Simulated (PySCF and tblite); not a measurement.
Molecule: C4H9FGe, numbered as in [F:1][C@@H:2]1[CH2:3][CH2:4][GeH2:5][CH2:6]1; H are named by their carrier, a and b as at the first point (Å):

```
F1       0.329   -2.234   -1.171
C2       0.079   -1.240   -0.242
C3      -1.007   -0.308   -0.795
C4      -1.031    1.041   -0.059
Ge5      0.611    1.069    1.056
C6       1.349   -0.472    0.079
H2      -0.285   -1.760    0.655
H3a     -0.775   -0.149   -1.850
H3b     -1.973   -0.809   -0.745
H4a     -1.048    1.865   -0.770
H4b     -1.932    1.131    0.548
H5a      0.364    0.781    2.511
H5b      1.437    2.322    0.979
H6a      1.821   -0.149   -0.850
H6b      2.056   -1.101    0.615
```

The ring 2–3–4–5–6 is held at Altona–Sundaralingam phase angles P (ν_j = ν_max cos(P + 144°(j − 2)), ν_j about the bond from ring atom j to j + 1, counted from 0) and the rest relaxed at GFN2-xTB. Energies: PBE0/pcSseg-1 + D3(BJ), IEF-PCM chloroform. Couplings: B3LYP/pcseg-1 with H pcJ-1 F pcJ-1, gas phase, for ¹H, ¹⁹F. (tblite 0.8, PySCF 2.14.)

Spin–orbit effects of heavy atoms are missing.

(1) How do the most sensitive couplings change along the phase angle P?

(2) Set ³J(H3a,H4b) against its H–C–C–H torsion.

(3) With the energies 2.95, 3.45, 4.68, 0.00, 4.96 kcal/mol at these points, what are the Boltzmann averages at 298 K?

## Answers

(1) 
| phase angle P ° | ³J(F1,H6b) | ³J(F1,H3b) | ³J(F1,H3a) | ³J(F1,H6a) | ³J(H3a,H4b) | ³J(H3b,H4a) | ³J(H2,H6a) | ³J(H2,H3a) | ³J(H3a,H4a) |
| --- | --- | --- | --- | --- | --- | --- | --- | --- | --- |
| 72 | 2.4 | -1.1 | 21.3 | 18.6 | 7.8 | 2.3 | 13.2 | 10.4 | 16.0 |
| 144 | 5.9 | -1.0 | 23.4 | 39.9 | 16.9 | 2.0 | 4.3 | 9.9 | 6.8 |
| 216 | 55.0 | 33.8 | 41.5 | 13.9 | 11.2 | 0.8 | 2.7 | 0.1 | 11.4 |
| 288 | 50.6 | 38.7 | 8.1 | 17.4 | 1.1 | 14.4 | 2.2 | 3.2 | 8.4 |
| 360 | 1.1 | 28.9 | 33.0 | 42.8 | 1.0 | 15.5 | 6.6 | 0.5 | 10.6 |
Values in Hz. Computed couplings to fluorine can be off by tens of per cent at such levels.

(2) 76°: 1.1 Hz, 79°: 1.0 Hz, 131°: 7.8 Hz, 144°: 11.2 Hz, 171°: 16.9 Hz.

(3) ³J(F1,H6b) 50.1, ³J(F1,H3b) 38.3, ³J(F1,H3a) 8.3, ³J(F1,H6a) 17.5, ³J(H3a,H4b) 1.2, ³J(H3b,H4a) 14.3, ³J(H2,H6a) 2.3, ³J(H2,H3a) 3.3, ³J(H3a,H4a) 8.5 Hz, over these points alone; points not sampled, such as mirror images that interchange a and b, would even out couplings that symmetry makes equal.
